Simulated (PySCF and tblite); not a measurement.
Values are calculated unless marked as measured or tabulated.
C6H11F, numbered as in [F:1][CH:2]1[CH2:3][CH2:4][CH2:5][CH2:6][CH2:7]1.

Geometries PBE0-D3(BJ)/def2-SVP; weights from PBE0-D3(BJ)/def2-TZVP energies and GFN2-xTB thermal corrections, with symmetry numbers and mirror pairs. Conformers within 4 kcal/mol (GFN2-xTB free energy) were kept, 7 at most. Of two unlike H on one atom, a is the less shielded (PBE0/pcSseg-1). Programs: PySCF with density fitting and tblite.

An NOE distance is ⟨r⁻⁶⟩^(−1/6) over all pairs of like atoms and, for the average, over conformers.

The 6-ring runs over atoms 2–3–4–5–6–7.

```json
{"conformer": "1", "shape": "6-ring chair (all substituents equatorial)", "weight %": "63.1"}
{"conformer": "2", "shape": "6-ring chair (F1 axial)", "weight %": "36.9"}
```

Problem. Which H–H contacts under 3.5 Å would NOEs report (pairs on one atom left out) at 298.15 K?

Solution. 
| pair | in 1 (Å) | in 2 (Å) | average (Å) |
| --- | --- | --- | --- |
| H2 ··· H3a/H7a | 2.47 | 2.45 | 2.46 |
| H4b/H6b ··· H5a | 2.48 | 2.49 | 2.48 |
| H4a/H6a ··· H5b | 2.48 | 2.48 | 2.48 |
| H4a/H6a ··· H5a | 2.52 | 3.07 | 2.65 |
| H2 ··· H3b/H7b | 3.05 | 2.49 | 2.74 |
| H3b/H7b ··· H4a/H6a | 2.78 | 2.75 | 2.77 |
| H4b/H6b ··· H5b | 3.07 | 2.51 | 2.77 |
| H3a/H7a ··· H4b/H6b | 2.78 | 2.78 | 2.78 |
| H2 ··· H4b/H6b | 2.62 | 4.31 | 2.82 |
| H3b/H7b ··· H5b | 2.64 | 4.32 | 2.84 |
| H3a/H7a ··· H4a/H6a | 2.82 | 3.35 | 2.95 |
| H3b/H7b ··· H4b/H6b | 3.35 | 2.83 | 3.08 |
| H3a/H7a ··· H5a | 4.33 | 2.65 | 3.09 |

Longer pairs under the limit may be missing.
